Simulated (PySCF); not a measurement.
Estimate the missing entries of this data sheet.

C4H14Si2.
SMILES with atom numbers: `[CH3:1][CH2:2][CH2:3][SiH2:4][CH2:5][SiH3:6]` (hydrogens: H7, H8, H9 on C1; H10, H11 on C2; H12, H13 on C3; H14, H15 on Si4; H16, H17 on C5; H18, H19, H20 on Si6)

Conformer (atom-mapped SMILES and torsion angles): `[CH3:1][CH2:2][CH2:3][SiH2:4][CH2:5][SiH3:6]`: C1–C2–C3–Si4 63°, C2–C3–Si4–C5 163°, C3–Si4–C5–Si6 56°.

| property | level | value |
| --- | --- | --- |
| point group of the GFN2-xTB geometry | GFN2-xTB | C1 |
| rotational constants A, B, C of the GFN2-xTB geometry | GFN2-xTB | 4.508, 0.896, 0.835 GHz |
| dipole moment | B3LYP/def2-SVPD | 0.61 D |
| HOMO energy | B3LYP/def2-SVPD | -8.01 eV |
| LUMO energy | B3LYP/def2-SVPD | 0.16 eV |
| lowest singlet excitation | TDDFT B3LYP/def2-SVPD | 7.32 eV (169 nm, f = 0.004) |
| strongest line among the 8 lowest singlet transitions | TDDFT B3LYP/def2-SVPD | ? |
| lowest triplet excitation (Tamm–Dancoff) | TDA B3LYP/def2-SVPD | ? |
| static isotropic polarisability | B3LYP/def2-SVPD | ? |
| electronic spatial extent ⟨r²⟩ about the centre of nuclear charge | B3LYP/def2-SVPD | 1498 bohr² |

Electronic properties: PySCF, gas phase, density fitting.

Task: What is the static isotropic polarisability?

Result: 104.1 au.

Task: What is the lowest triplet excitation (Tamm–Dancoff)?

Result: 7.14 eV.

Task: Give the strongest line among the 8 lowest singlet transitions.

Result: S4 at 7.86 eV (158 nm, f = 0.125).

The polarisability is 15.42 Å³ as a volume (1 au = 0.148185 Å³), or 1.58 au for each of the 66 electrons. The principal polarisabilities are 91.7, 97.5 and 123.1 au; their mean is the isotropic value. With B = h/(8π²I), that is 505.379 GHz u Å² over I, the principal moments of inertia are 112.1, 564.0 and 605.4 u Å² (most abundant isotopes); the inertial defect Ic − Ia − Ib is -70.7 u Å² (zero for a rigid planar frame, negative otherwise). The vertical singlet–triplet gap S1 − T1 is 0.18 eV (TDDFT singlet less Tamm–Dancoff triplet; S1: HOMO→LUMO, weight 0.94; T1: HOMO→LUMO, weight 0.54, beside HOMO−1→LUMO, weight 0.28). The largest Löwdin shares of the HOMO are 0.28 on C3, 0.19 on Si4, 0.14 on C2 and 0.10 on C5.

One conformer stands for the species.
